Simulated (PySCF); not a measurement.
CH5AlClNO. Atoms are numbered in the order given.

```xyz
10

Al     0.2505    -0.1108     0.0000
Cl    -0.5753    -2.0593     0.0000
N     -0.8363     1.2899     0.0000
C     -0.4705     2.6975     0.0000
H     -1.8485     1.1392     0.0000
H     -0.8480     3.2411    -0.8970
H     -0.8480     3.2411     0.8970
H      0.6331     2.8033     0.0000
O      1.9403     0.1697     0.0000
H      2.5905    -0.5487     0.0000
```

Geometry optimised at PBE-D3(BJ)/def2-SVP. The structure was generated by enumeration; whether it is a known compound was not checked. The values are those of a single conformer.

Level of theory: PySCF with PBE/def2-TZVP.

ESP charges are fitted to the potential on shells at 1.4 to 2.0 van der Waals radii. Atomic charges (e):

```csv
atom,ESP fit,Löwdin
Al1,0.68,-0.42
Cl2,-0.27,0.28
N3,-0.62,-0.10
C4,0.12,-0.36
H5,0.28,0.18
H6,0.01,0.11
H7,0.01,0.11
H8,0.05,0.13
O9,-0.61,-0.12
H10,0.36,0.19
```
